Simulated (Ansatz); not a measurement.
CH₇BClNSi (`NBC[SiH2]Cl`), relaxed with RKS PBE0-D4/def2-TZVP in Ansatz from a PBE-D4/def2-SVP geometry. The force threshold is 0.005 eV/Å; the program also tests the step.

The species carries charge 0 and has multiplicity 1.

Start:

```xyz
12

N    -1.963    0.438    0.554
B    -0.597    0.667    0.752
C     0.436    0.670   -0.443
Si    1.444   -0.916   -0.467
Cl    0.152   -2.552   -0.684
H    -2.634    0.392    1.321
H    -2.377    0.248   -0.361
H    -0.217    0.843    1.899
H    -0.036    0.785   -1.443
H     1.181    1.487   -0.315
H     2.209   -1.107    0.812
H     2.402   -0.955   -1.625
```

```
         step  energy (eV)  largest force (eV/Å)  largest move (Å)
            1  -23711.2736                 0.622             0.000
            2  -23711.3169                 0.149             0.032
            3  -23711.3206                 0.063             0.022
            4  -23711.3212                 0.024             0.011
            5  -23711.3214                 0.009             0.006
            6  -23711.3217                 0.021             0.018
            7  -23711.3221                 0.036             0.037
            8  -23711.3225                 0.035             0.039
            9  -23711.3229                 0.051             0.048
           10  -23711.3232                 0.051             0.031
           11  -23711.3235                 0.039             0.026
12 (rejected)  -23711.3229                 0.129             0.032
           13  -23711.3237                 0.012             0.016
           14  -23711.3238                 0.013             0.033
           15  -23711.3238                 0.015             0.025
           16  -23711.3238                 0.009             0.013
           17  -23711.3238                 0.008             0.005
           18  -23711.3239                 0.002             0.003
```

End:

```xyz
12

N    -1.897    0.352    0.590
B    -0.576    0.756    0.746
C     0.449    0.693   -0.440
Si    1.383   -0.915   -0.465
Cl    0.079   -2.459   -0.897
H    -2.558    0.347    1.346
H    -2.267   -0.011   -0.273
H    -0.232    1.123    1.835
H    -0.022    0.796   -1.424
H     1.211    1.476   -0.346
H     2.004   -1.222    0.847
H     2.426   -0.936   -1.520
```

It took 66 s on 4 threads of an Arm Neoverse V1 on a shared host, with 0.59 GiB of host memory at the peak.
